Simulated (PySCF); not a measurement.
Bonding in `C#C[C@@H](CC)[Si@@H](N)NC`

Compound: C₆H₁₄N₂Si.
SMILES with atom numbers: `[CH:1]#[C:2][C@@H:3]([CH2:4][CH3:5])[Si@@H:6]([NH2:7])[NH:8][CH3:9]` (hydrogens: H10 on C1; H11 on C3; H12, H13 on C4; H14, H15, H16 on C5; H17 on Si6; H18, H19 on N7; H20 on N8; H21, H22, H23 on C9)

Cartesian coordinates in Å at the GFN2-xTB level; atoms count from 1:
```
atom  x, y, z in Å
C1    -2.3886   -1.3133    2.0776
C2    -1.7198   -1.1254    1.1018
C3    -0.9046   -0.8849   -0.0630
C4    -1.6681   -0.0444   -1.0908
C5    -1.9898    1.3541   -0.5852
Si6    0.7586   -0.1419    0.5079
N7     1.5368   -1.4670    1.3098
N8     1.6103    0.4156   -0.8770
C9     2.9342    0.9768   -0.7804
H10   -2.9849   -1.4854    2.9232
H11   -0.6973   -1.8623   -0.5142
H12   -2.6020   -0.5569   -1.3443
H13   -1.0697    0.0291   -2.0015
H14   -2.5047    1.2962    0.3712
H15   -1.0760    1.9269   -0.4531
H16   -2.6294    1.8776   -1.2931
H17    0.5995    1.0496    1.3562
H18    0.9980   -2.0169    1.9601
H19    2.4679   -1.3340    1.6710
H20    1.4818   -0.0729   -1.7497
H21    3.7164    0.2095   -0.7482
H22    2.9962    1.5622    0.1340
H23    3.1303    1.6349   -1.6293
```

Bond orders from the PBE0/pcSseg-1 density (PySCF). Geometry: GFN2-xTB, one conformer, isolated molecule.

Q: Where do the orders between heavy atoms depart from those drawn in the SMILES?

A: The largest departure is 0.483, at C1–C2 (drawn triple, 2.517). Drawn single, order below 0.88: C3–Si6 (0.808). Drawn double or triple, more than 0.30 short of the drawn order: C1–C2 (2.517).

Q: Give the Mayer order of every bond, beside its length.

A: 
| bond | drawn as | length (Å) | Mayer order |
| --- | --- | --- | --- |
| C1–C2 | triple | 1.198 | 2.517 |
| C2–C3 | single | 1.442 | 1.014 |
| C3–C4 | single | 1.532 | 1.041 |
| C4–C5 | single | 1.521 | 1.052 |
| C3–Si6 | single | 1.909 | 0.808 |
| Si6–N7 | single | 1.733 | 1.038 |
| Si6–N8 | single | 1.719 | 0.983 |
| N8–C9 | single | 1.441 | 0.989 |
| C1–H10 | single | 1.049 | 1.158 |
| C3–H11 | single | 1.096 | 0.906 |
| C4–H12 | single | 1.095 | 0.951 |
| C4–H13 | single | 1.092 | 0.949 |
| C5–H14 | single | 1.088 | 0.960 |
| C5–H15 | single | 1.087 | 0.953 |
| C5–H16 | single | 1.088 | 0.969 |
| Si6–H17 | single | 1.471 | 0.909 |
| N7–H18 | single | 1.008 | 0.944 |
| N7–H19 | single | 1.007 | 0.951 |
| N8–H20 | single | 1.008 | 0.928 |
| C9–H21 | single | 1.096 | 0.962 |
| C9–H22 | single | 1.088 | 0.963 |
| C9–H23 | single | 1.092 | 0.969 |

By pair of heavy elements: C–C: lowest C2–C3 (1.014, 1.442 Å), highest C1–C2 (2.517, 1.198 Å); in 2 of the 6 pairs the longer bond (by over 0.003 Å) has the higher order (by 0.02 or more). N–Si: lowest Si6–N8 (0.983, 1.719 Å), highest Si6–N7 (1.038, 1.733 Å); in 1 of the 1 pairs the longer bond (by over 0.003 Å) has the higher order (by 0.02 or more).

Q: Sum the orders of all bonds at each heavy atom with more than one neighbour and set the sums beside the valence in the SMILES.

A: C1 3.675 (drawn 4), C2 3.531 (drawn 4), C3 3.769 (drawn 4), C4 3.993 (drawn 4), C5 3.934 (drawn 4), Si6 3.738 (drawn 4), N7 2.933 (drawn 3), N8 2.900 (drawn 3), C9 3.883 (drawn 4). Orders between atoms that aren't bonded are not in these sums.

For a closed shell the Mayer order of atoms A and B is Σ (PS)μν (PS)νμ over the basis functions μ on A and ν on B, with P the density and S the overlap matrix.

The run behind these numbers computed NMR shieldings as well. On Arm Neoverse N1, one thread (shared host), this took 95 s of wall time and 1.1 GiB of memory at its peak.
